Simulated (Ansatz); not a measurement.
Basis sets compared for Ge(OH)2Me2 (C₂H₈GeO₂). Total charge 0; singlet. Geometry PBE-D4/def2-SVP. Ansatz on 4 threads of Arm Neoverse V1 on a shared host; times are rough, and most runs start from earlier orbitals.

```xyz
13

C    -0.8845    1.4871    0.5002
C    -0.3044   -1.2509   -1.2604
Ge    0.2692   -0.0534    0.1713
O     0.3989   -1.1391    1.6105
O     1.8870    0.6850   -0.1518
H     0.6705   -0.6274    2.3950
H     2.5441   -0.0115   -0.3366
H    -0.4375    2.1439    1.2716
H    -1.8840    1.1554    0.8418
H    -1.0002    2.0742   -0.4319
H    -1.3444   -1.5845   -1.0762
H     0.3470   -2.1457   -1.2955
H    -0.2618   -0.7330   -2.2380
```

Binding counts from free atoms (C triplet, Ge triplet, O triplet, H doublet) in the same basis, without a counterpoise term.

| level | functions | energy (Eh) | HOMO (eV) | LUMO (eV) | binding per atom (eV) | wall time |
| --- | --- | --- | --- | --- | --- | --- |
| PBE-D4/def2-SVP | 128 | -2307.5237 | -6.27 | 0.07 | 3.90 | 1.1 s |
| PBE0-D4/def2-SVP | 128 | -2307.5963 | -7.99 | 0.99 | 3.83 | 1.6 s |

Estimate the rows for PBE-D4/def2-TZVP (with forces), PBE0-D4/def2-TZVP.


| level | functions | energy (Eh) | HOMO (eV) | LUMO (eV) | binding per atom (eV) | wall time |
| --- | --- | --- | --- | --- | --- | --- |
| PBE-D4/def2-TZVP (with forces) | 220 | -2308.0698 | -6.58 | -0.43 | 3.89 | 2.6 s |
| PBE0-D4/def2-TZVP | 220 | -2308.1368 | -8.18 | 0.44 | 3.82 | 3.3 s |
